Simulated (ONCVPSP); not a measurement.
**Transferability test, ONCV potential for rubidium (Rb)**

* Element: rubidium (Rb)
* Generator: ONCVPSP 4.0.1
* Type: optimised norm-conserving Vanderbilt (ONCV)
* Functional: PBEsol
* Relativity: scalar-relativistic
* Frozen core: [Ar] 3d10
* Valence charge: 9
* Reference configuration: 4s2 4p6 5s1
* Partial waves: 4s+5s: rc 2.45 bohr, ncon 4, nbas 8, qcut 5.8 1/bohr, 2 projectors; 4p: rc 1.70 bohr, ncon 4, nbas 7, qcut 5.5 1/bohr, 1 projector; d scattering state at 0.13 Ha: rc 1.70 bohr, ncon 3, nbas 7, qcut 6.2 1/bohr, local
* Local potential: the d channel
* Core correction: polynomial model core, fcfact 0.7

Energies are relative to the spin-unpolarised reference configuration 4s2 4p6 5s1; without spin polarisation the order of configurations can differ from experiment.

Problem. Give the all-electron excitation energy and the error of the potential for: 4s2 4p6 5s0; 4s2 4p6 5s0.5; 4s2 4p6 5s0 5p1; 4s1 4p6 5s1.

Solution.

```csv
valence configuration,charge,ΔE all-electron (eV),error AE − PS (meV)
4s2 4p6 5s0,+1,4.069,-0.4
4s2 4p6 5s0.5,+0.5,1.561,-0.1
4s2 4p6 5s0 5p1,0,1.493,-2.6
4s1 4p6 5s1,+1,37.740,-162
```
